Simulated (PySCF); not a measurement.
Dipole response of As²⁺ (arsenic, charge +2)

[Ar] 3d10 4s2 4p1, 2P determinant. All numbers are calculated (PySCF 2.14, no relativity, point nucleus, in def2-QZVPPD (12s7p5d4f1g, 95 functions)). Coupled (time-dependent) response in atomic units; α is the mean over directions.

| method | mean α (bohr³) | α xx, yy, zz | C₆ (like pair) | S(−4) |
| --- | --- | --- | --- | --- |
| wB97X-V | 10.75 | 10.80, 10.65, 10.80 | 48.01 | 41.22 |

S(−4) is the Cauchy moment in α(ω) = α(0) + S(−4) ω² + …

Spin-orbit coupling is absent.

α(iu) at wB97X-V:

```json
{"u (hartree)": "0", "α(iu) (bohr³)": "10.75"}
{"u (hartree)": "0.0500", "α(iu) (bohr³)": "10.65"}
{"u (hartree)": "0.100", "α(iu) (bohr³)": "10.35"}
{"u (hartree)": "0.200", "α(iu) (bohr³)": "9.338"}
{"u (hartree)": "0.300", "α(iu) (bohr³)": "8.056"}
{"u (hartree)": "0.500", "α(iu) (bohr³)": "5.692"}
{"u (hartree)": "0.750", "α(iu) (bohr³)": "3.748"}
{"u (hartree)": "1.00", "α(iu) (bohr³)": "2.634"}
{"u (hartree)": "1.50", "α(iu) (bohr³)": "1.551"}
{"u (hartree)": "2.00", "α(iu) (bohr³)": "1.065"}
{"u (hartree)": "3.00", "α(iu) (bohr³)": "0.6344"}
{"u (hartree)": "5.00", "α(iu) (bohr³)": "0.3316"}
```

For an ion, C₆ is the dispersion term alone; charge-induced terms of lower order in 1/R come first.

The components differ because the open shell of this determinant is not spherical; for a pure term their mean is the scalar polarisability.
